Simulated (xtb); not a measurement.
Br2Si, triplet, geometry from GFN2-xTB (the spin is typed, not shown lowest), atoms displaced at random by about 0.05 Å a coordinate. Base run: xtb with GFN1-xTB.

Here is a job for xtb.
```
$ xtb mol.xyz --gfn 1 --uhf 2 --opt --json

# file mol.xyz
3

Si    -0.01339989     0.00481168     1.01206949
Br     1.02963946    -1.72467423    -0.21637827
Br    -1.08985439     1.66184046    -0.20641409
```

Variants of this job, named by their change:

```tsv
change	ΔE vs base (kcal/mol)	optimiser steps
base	0.000	7
opt level = sloppy	0.002	6
opt level = lax	0.000	7
alpb = ch2cl2	-3.32	7
opt level = tight	-0.001	9
engine = inertial	0.001	-
opt level = crude	0.002	6
opt level = vtight	-0.001	10
alpb = thf	-2.74	7
engine = lbfgs	0.000	-
```
